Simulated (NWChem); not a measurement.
Everything below was run with NWChem. System: hydrogen selenide (H2Se), charge 0, spin multiplicity 1, at a geometry optimised with PBE0/def2-SVP. Level: RHF/def2-TZVPD.

Input file:

```
start mol
memory heap 200 mb stack 900 mb global 1100 mb
geometry units angstroms nocenter noautoz
  Se     0.000000     0.000000    -0.057076
  H      1.050246     0.000000     0.970291
  H     -1.050246     0.000000     0.970291
  symmetry group C2v
end
basis spherical
  * library def2-tzvpd
end
scf
  rhf
  nopen 0
  maxiter 100
  thresh 1e-7
  semidirect memsize 60000000 filesize 0
end
task scf energy
```

Part of the output:

```
             Northwest Computational Chemistry Package (NWChem) 7.3.0
             --------------------------------------------------------

                                NWChem Input Module
                                -------------------

 Scaling coordinates for geometry "geometry" by  1.889725989
 (inverse scale =  0.529177249)

 Turning off AUTOSYM since
 SYMMETRY directive was detected!

                             Geometry "geometry" -> ""
                             -------------------------

 Output coordinates in angstroms (scale by  1.889725989 to convert to a.u.)

  No.       Tag          Charge          X              Y              Z
 ---- ---------------- ---------- -------------- -------------- --------------
    1 Se                  34.0000     0.00000000     0.00000000    -0.05707600
    2 H                    1.0000     1.05024600     0.00000000     0.97029100
    3 H                    1.0000    -1.05024600     0.00000000     0.97029100

 Effective nuclear repulsion energy (a.u.)      24.7444849950

            Nuclear Dipole moment (a.u.)
            ----------------------------
        X                 Y               Z
 ---------------- ---------------- ----------------
     0.0000000000     0.0000000000    -0.0000037795

      Symmetry information
      --------------------

 Group name             C2v
 Group number             16
 Group order               4
 No. of unique centers     2

      Symmetry unique atoms

     1    2


 Summary of "ao basis" -> "" (spherical)
 ------------------------------------------------------------------------------
       Tag                 Description            Shells   Functions and Types
 ---------------- ------------------------------  ------  ---------------------
 *                         def2-tzvpd                 on all atoms

 Summary of "ao basis" -> "ao basis" (spherical)
 ------------------------------------------------------------------------------
       Tag                 Description            Shells   Functions and Types
 ---------------- ------------------------------  ------  ---------------------
 Se                        def2-tzvpd               19       57   7s6p5d1f
 H                         def2-tzvpd                5        9   3s2p

                                 NWChem SCF Module
                                 -----------------

  ao basis        = "ao basis"
  functions       =    75
  atoms           =     3
  closed shells   =    18
  open shells     =     0
  charge          =   0.00
  wavefunction    = RHF
  use symmetry    = T
  symmetry adapt  = T

 Summary of "ao basis" -> "ao basis" (spherical)
 ------------------------------------------------------------------------------
       Tag                 Description            Shells   Functions and Types
 ---------------- ------------------------------  ------  ---------------------
 Se                        def2-tzvpd               19       57   7s6p5d1f
 H                         def2-tzvpd                5        9   3s2p

      Symmetry analysis of basis
      --------------------------

        a1         32
        a2          8
        b1         20
        b2         15

 Forming initial guess at       0.0s

      Superposition of Atomic Density Guess
      -------------------------------------

 Sum of atomic energies:       -2400.80646501

      Non-variational initial energy
      ------------------------------

 Total energy =   -2400.952376
 1-e energy   =   -3393.217481
[...]
      One-electron energy =  -3394.435843910790
      Two-electron energy =    968.687224671801
 Nuclear repulsion energy =     24.744484994972

        Time for solution =      0.1s

       Symmetry analysis of molecular orbitals - final
       -----------------------------------------------

  Numbering of irreducible representations:

     1 a1          2 a2          3 b1          4 b2

  Orbital symmetries:

     1 a1          2 a1          3 b1          4 a1          5 b2
     6 a1          7 b1          8 a1          9 b2         10 b1
    11 a1         12 a2         13 b2         14 a1         15 a1
    16 b1         17 a1         18 b2         19 b1         20 a1
    21 a1         22 b2         23 b1         24 a1         25 a1
    26 a2         27 b2         28 b1

             Final eigenvalues
             -----------------

              1
    1 -460.8417
    2  -60.6457
    3  -54.2467
    4  -54.2461
    5  -54.2453
    6   -8.9109
    7   -6.6456
    8   -6.6429
    9   -6.6383
   10   -2.6360
   11   -2.6341
   12   -2.6280
   13   -2.6248
   14   -2.6243
   15   -0.9284
   16   -0.5538
   17   -0.4781
   18   -0.3599
   19    0.0640
   20    0.0641
   21    0.0698
   22    0.0771
   23    0.1074
   24    0.1633
   25    0.1717
   26    0.1792
   27    0.1811
   28    0.2420

                       ROHF Final Molecular Orbital Analysis
                       -------------------------------------

 Vector   16  Occ=2.000000D+00  E=-5.537954D-01  Symmetry=b1
              MO Center=  7.4D-15, -1.4D-17,  5.3D-01, r^2= 1.7D+00
   Bfn.  Coefficient  Atom+Function         Bfn.  Coefficient  Atom+Function
  ----- ------------  ---------------      ----- ------------  ---------------
    17      0.357245  1 Se px                11     -0.241928  1 Se px
    59      0.217453  2 H  s                 68     -0.217453  3 H  s
    14      0.197169  1 Se px

 Vector   17  Occ=2.000000D+00  E=-4.780651D-01  Symmetry=a1
              MO Center= -1.6D-14, -2.3D-15, -5.6D-02, r^2= 1.9D+00
   Bfn.  Coefficient  Atom+Function         Bfn.  Coefficient  Atom+Function
  ----- ------------  ---------------      ----- ------------  ---------------
    19      0.407675  1 Se pz                 6     -0.301322  1 Se s
    13     -0.266486  1 Se pz                 5     -0.264928  1 Se s
    16      0.222274  1 Se pz                22      0.183018  1 Se pz
    59      0.161722  2 H  s                 68      0.161722  3 H  s
     4      0.151112  1 Se s

 Vector   18  Occ=2.000000D+00  E=-3.599431D-01  Symmetry=b2
              MO Center=  1.5D-14, -1.8D-15, -1.5D-02, r^2= 1.9D+00
   Bfn.  Coefficient  Atom+Function         Bfn.  Coefficient  Atom+Function
  ----- ------------  ---------------      ----- ------------  ---------------
    18      0.531904  1 Se py                12     -0.319490  1 Se py
    21      0.312818  1 Se py                15      0.272957  1 Se py

 Vector   19  Occ=0.000000D+00  E= 6.401147D-02  Symmetry=b1
              MO Center= -1.0D-15, -2.1D-19, -3.1D-01, r^2= 1.7D+01
   Bfn.  Coefficient  Atom+Function         Bfn.  Coefficient  Atom+Function
  ----- ------------  ---------------      ----- ------------  ---------------
    23      1.366234  1 Se px                20     -0.777764  1 Se px
    60      0.428643  2 H  s                 69     -0.428643  3 H  s
    64     -0.287012  2 H  px                73     -0.287012  3 H  px
    66     -0.225095  2 H  pz                75      0.225095  3 H  pz
    44      0.161369  1 Se d  1

 Vector   20  Occ=0.000000D+00  E= 6.409341D-02  Symmetry=a1
              MO Center= -2.3D-16,  2.0D-16,  1.6D+00, r^2= 8.9D+00
   Bfn.  Coefficient  Atom+Function         Bfn.  Coefficient  Atom+Function
  ----- ------------  ---------------      ----- ------------  ---------------
     7      2.292857  1 Se s                 60     -1.251253  2 H  s
    69     -1.251253  3 H  s                 22      0.783651  1 Se pz
    25      0.640738  1 Se pz                64      0.327709  2 H  px
    73     -0.327709  3 H  px                 6      0.311170  1 Se s
     5     -0.251339  1 Se s                 48      0.251390  1 Se d  0

 Vector   21  Occ=0.000000D+00  E= 6.984914D-02  Symmetry=a1
              MO Center=  5.9D-17,  8.4D-16, -1.5D+00, r^2= 1.3D+01
   Bfn.  Coefficient  Atom+Function         Bfn.  Coefficient  Atom+Function
  ----- ------------  ---------------      ----- ------------  ---------------
     7      1.178965  1 Se s                 25     -1.184260  1 Se pz
    22      0.900265  1 Se pz                60     -0.648550  2 H  s
    69     -0.648550  3 H  s                  6      0.517270  1 Se s
    66      0.294637  2 H  pz                75      0.294637  3 H  pz
     5     -0.260983  1 Se s                 64      0.234338  2 H  px

 center of mass
 --------------
 x =   0.00000000 y =   0.00000000 z =  -0.05950663

 moments of inertia (a.u.)
 ------------------
           7.408171067989           0.000000000000           0.000000000000
           0.000000000000          15.347702396329           0.000000000000
           0.000000000000           0.000000000000           7.939531328340

  Mulliken analysis of the total density
  --------------------------------------

    Atom       Charge   Shell Charges
 -----------   ------   -------------------------------------------------------
    1 Se  34    34.27   2.00  2.00  1.16  0.78  0.95  0.99  0.04  6.00  5.93  0.96  2.33  0.98  0.01  8.97  1.04  0.02  0.07  0.00  0.01
    2 H    1     0.87   0.22  0.50  0.10  0.02  0.02
    3 H    1     0.87   0.22  0.50  0.10  0.02  0.02

       Multipole analysis of the density wrt the origin
       ------------------------------------------------

     L   x y z        total         open         nuclear
     -   - - -        -----         ----         -------
     0   0 0 0     -0.000000      0.000000     36.000000

     1   1 0 0      0.000000      0.000000      0.000000
     1   0 1 0      0.000000      0.000000      0.000000
     1   0 0 1      0.311463      0.000000     -0.000004

     2   2 0 0    -13.131342      0.000000      7.877887
     2   1 1 0      0.000000      0.000000      0.000000
     2   1 0 1     -0.000000      0.000000      0.000000
     2   0 2 0    -16.845345      0.000000      0.000000
     2   0 1 1     -0.000000      0.000000      0.000000
     2   0 0 2    -14.071734      0.000000      7.119595

 Task  times  cpu:        0.6s     wall:        0.6s

 Total times  cpu:        0.6s     wall:        0.6s
```
